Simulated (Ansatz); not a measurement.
Coupled-cluster diagnostics for Sb₅⁺ (the lowest singlet isomer of a short search), Ansatz.

Geometry of the singlet (PBE0-D4/def2-SVP):

```csv
atom,x (Å),y (Å),z (Å)
Sb1,-0.120,1.608,1.244
Sb2,-0.704,-1.339,-1.363
Sb3,0.189,1.322,-1.536
Sb4,-1.013,-1.053,1.417
Sb5,1.648,-0.538,0.238
```

In the def2 sets Sb takes a core potential; there is no spin–orbit coupling. Correlated methods freeze 20 core orbitals; core or outer-core shells of Sb are correlated, in sets that lack core-valence functions. The structure comes from a short search, and lower isomers may exist.

Estimate the CCSD(T) correlation energy, the shares of MP2 and (T), T1 and the reference's ⟨S²⟩ for: charge 1, singlet, own geometry in def2-SVP; and the rough time on 4 threads of AMD EPYC 7R43 on a shared host.


| state | basis | correlation (eV) | MP2 share (%) | (T) share (%) | T1 | ⟨S²⟩ (pure) | wall time |
| --- | --- | --- | --- | --- | --- | --- | --- |
| charge 1, singlet, own geometry | def2-SVP | -16.597 | 92.7 | 6.0 | 0.012 | 0.00 (0.00) | 74 s |
Customary marks for T1 are 0.02 (closed shells), 0.045 (open shells) and about 0.05 (3d metals). T1 stays under 0.02 throughout.
